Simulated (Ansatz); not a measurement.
Total energies of C₂H₆GaNOSi, SMILES `NC1=[CH][GaH][O][SiH2]1`.

Cartesian coordinates in Å:
```
N 0.779 -1.727 -0.604
C 0.142 -0.576 -0.276
C -1.058 -0.176 -0.782
Ga -1.588 1.521 -0.081
O -0.164 1.877 1.026
Si 0.913 0.664 0.947
H 0.327 -2.414 -1.184
H 1.597 -2.026 -0.106
H -1.596 -0.799 -1.495
H -2.721 2.574 -0.142
H 1.125 -0.015 2.258
H 2.244 1.097 0.438
```

Charge 0, multiplicity 1. Correlated methods include outer-core shells of Ga, which these sets cover unevenly. Scalar relativity is left out up to krypton. The geometry is a stationary point of PBE0-D4/def2-TZVP. It is one conformer, not always the lowest. Basis def2-TZVPP, Ansatz 0.2.0.

RPA on PBE orbitals: Hartree–Fock energy of these orbitals -2420.78807 Eh, correlation -1.76297 Eh (frozen core).

```
 functional  energy without D4 (Eh)  D4 term (kJ/mol)
LDA (SPW92)             -2418.40719                 –
       BLYP             -2424.29970             -73.9
     r2SCAN             -2424.15483              -8.1
     B97M-V             -2423.83108                 –
      B3LYP             -2424.37402             -55.3
    r2SCANh             -2424.13021              -8.8
    r2SCAN0             -2424.09539              -9.7
      BHLYP             -2424.15713             -45.4
     B2PLYP             -2423.65698                 –
   PBE-QIDH             -2423.23656                 –
```

**Question.** Give the same for PBE, revPBE, PBE0, HSE06 (plane-wave form), CAM-B3LYP, LC-ωPBE, ωB97X-V, ωB97M-V. (An estimate is asked.)

**Answer.** Ansatz gave: 
```csv
functional,energy without D4 (Eh),D4 term (kJ/mol)
PBE,-2423.60815,-34.0
revPBE,-2424.02933,-95.9
PBE0,-2423.68613,-28.9
HSE06 (plane-wave form),-2423.66852,-27.1
CAM-B3LYP,-2424.33440,-29.7
LC-ωPBE,-2423.82319,–
ωB97X-V,-2424.01372,–
ωB97M-V,-2424.10182,–
```

B3LYP takes the VWN-RPA correlation (the form of Gaussian; ORCA's B3LYP/G). HSE06 is the plane-wave form, built on full-range PBE exchange. The double hybrids freeze the cores in their second-order part.

LC-ωPBE has ω = 0.4 bohr⁻¹.
